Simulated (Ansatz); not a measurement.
Ansatz (a program for electronic structure) input (RI-MP2/cc-pV(T+d)Z):
A basis named .json is the Basis Set Exchange file of that set.

Ansatz 0.2 input:
```yaml
crystal:
  periodic: [false, false, false]
  atoms:
    - {symbol: Si, position_ang: [0.00827505, -0.01459141, -0.00429444]}
    - {symbol: C, position_ang: [1.71982878, -0.57634908, -0.40466639]}
    - {symbol: N, position_ang: [-0.39693893, -0.81836862, 1.46531085]}
    - {symbol: N, position_ang: [-0.89017948, -0.23775434, -1.45790156]}
    - {symbol: N, position_ang: [-0.26697336, 1.64354765, 0.37149176]}
    - {symbol: H, position_ang: [2.43059745, -0.88215608, 0.35594843]}
    - {symbol: H, position_ang: [2.13315014, -0.53201829, -1.40688650]}
    - {symbol: H, position_ang: [-1.27546733, -0.63033038, 1.92293374]}
    - {symbol: H, position_ang: [-0.09837533, -1.76731775, 1.62492784]}
    - {symbol: H, position_ang: [-1.85467235, 0.05147631, -1.50975101]}
    - {symbol: H, position_ang: [-0.71753505, -1.03847869, -2.04455023]}
    - {symbol: H, position_ang: [0.04918957, 2.01437022, 1.25336919]}
    - {symbol: H, position_ang: [-0.22306810, 2.33485622, -0.36017822]}
basis:
  gaussian:
    orbitals: cc-pV_T+d_Z.json
    fitting: {mean_field: def2-universal-jkfit, correlation: cc-pVTZ-RIFIT.json}
magnetization: {spin_polarized: true, initial_magnetization: 1}
correlation: {method: mp2, electrons: outside_noble_gas}
```

End of the output:

```
integrals: 0.39 GiB planned
578 factors; integrals over basis functions are off by at most 9.4e-1 eV
0.59 GiB of device memory are held for the factors and their scratch space
mean field: 1.02 GiB planned
mean field evaluation 1: about -13463.3056 eV, gradient 3.8e1 eV
mean field evaluation 2: about -13467.7867 eV, gradient 1.9e1 eV
mean field evaluation 4: about -13469.1851 eV, gradient 6.9e-1 eV
mean field evaluation 8: about -13469.1916 eV, gradient 2.1e-6 eV
mean field -13469.19156079 eV, -494.9836601132 hartree, gradient 2.1e-6 eV, S^2 0.760335; 0 other end points of the search recorded, 0 dependent functions left out
9 core orbitals not correlated
686 factors; their error is unknown
reference -13469.19156079 eV, -494.9836601132 hartree; 16, 15 occupied and 246, 247 virtual orbitals, 686 factors
second order -24.73313858 eV of doubles, -0.00000000 eV of singles
Total energy: -13493.92469937 eV, -495.8925861912 hartree
```

It need not be the lowest isomer of its formula.
